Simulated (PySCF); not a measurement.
Isomers of C4H9PSi2, one GFN2-xTB conformer each. Single-point energies are computed at PBE0/pcSseg-1 (PySCF, gas phase, no added dispersion term), electronic only.

Problem. Rank them by PBE0/pcSseg-1 energy, lowest first (kJ/mol).
A. `[CH:1]#[C:2][SiH2:3][Si@@H:4]([PH2:5])[CH:6]=[CH2:7]` with C2–Si3–Si4–P5 83°, Si3–Si4–P5–H 47° and -46°, Si3–Si4–C6–C7 99°
B. `C#CC1(C)[SiH2]P[SiH2]1`
C. `[CH:1]#[C:2]/[C:3]([SiH3:4])=[CH:5]/[SiH2:6][PH2:7]` with C3–C5–Si6–P7 64°, C5–Si6–P7–H 149° and 57°
D. `[CH:1]#[C:2]/[C:3]([SiH3:4])=[CH:5]\[SiH2:6][PH2:7]` with C3–C5–Si6–P7 70°, C5–Si6–P7–H 47° and -46°
E. `[CH:1]#[C:2][C:3](=[CH2:4])[SiH2:5][SiH2:6][PH2:7]` with C2–C3–Si5–Si6 60°, C3–Si5–Si6–P7 -126°, Si5–Si6–P7–H 47° and -46°
F. `[CH:1]#[C:2]/[C:3](=[CH:4]\[SiH3:5])[SiH2:6][PH2:7]` with C2–C3–Si6–P7 -64°, C3–Si6–P7–H 39° and -54°
G. `[CH:1]#[C:2][SiH2:3]/[CH:4]=[CH:5]/[SiH2:6][PH2:7]` with C2–Si3–C4–C5 0°, C4–C5–Si6–P7 -1°, C5–Si6–P7–H -77° and -170°

Solution. B (0.0), A (55.9), G (62.7), E (84.8), D (91.3), F (91.9), C (102.8).

As drawn, the lowest has a four-membered ring, which the highest lacks; the highest has a C=C bond outside aromatic rings, which the lowest lacks. Neighbours under 10 kJ/mol apart (C#C[SiH2][Si@@H](P)C=C and C#C[SiH2]/C=C/[SiH2]P; C#CC(=C)[SiH2][SiH2]P and C#C/C([SiH3])=C\[SiH2]P; C#C/C([SiH3])=C\[SiH2]P and C#C/C(=C\[SiH3])[SiH2]P) can change places with a better method, another conformer or zero-point energy. C#C/C([SiH3])=C\[SiH2]P and C#C/C([SiH3])=C/[SiH2]P are stereoisomers, 11.5 kJ/mol apart in the conformers taken. GFN2-xTB itself gives, in the same order: 0.0, 133.0, 100.2, 91.1, 57.9, 60.4, 62.7. Both levels put the same isomer lowest; measured from each level's own lowest isomer, the values differ by up to 77.1 kJ/mol (C#C[SiH2][Si@@H](P)C=C: 133.0 against 55.9).

Problem. Which frontier levels, dipoles and rotational constants go with these structures?

Solution. 
```
                 SMILES  HOMO (eV, PBE0/pcSseg-1)  LUMO (eV)  dipole (D)       A, B, C (MHz)
 C#CC1(C)[SiH2]P[SiH2]1                     -6.93      -0.85        0.79    2162, 1137, 1030
 C#C[SiH2][Si@@H](P)C=C                     -7.20      -0.83        0.76  1703, 843.0, 633.4
  C#C[SiH2]/C=C/[SiH2]P                     -7.49      -0.91        1.22  3190, 558.5, 482.3
  C#CC(=C)[SiH2][SiH2]P                     -7.16      -1.27        1.40  2395, 716.2, 611.5
C#C/C([SiH3])=C\[SiH2]P                     -7.09      -1.74        1.36  2341, 734.0, 650.7
C#C/C(=C\[SiH3])[SiH2]P                     -7.25      -1.69        0.96  2449, 697.5, 620.6
C#C/C([SiH3])=C/[SiH2]P                     -7.20      -1.74        0.94  2275, 761.3, 667.3
```
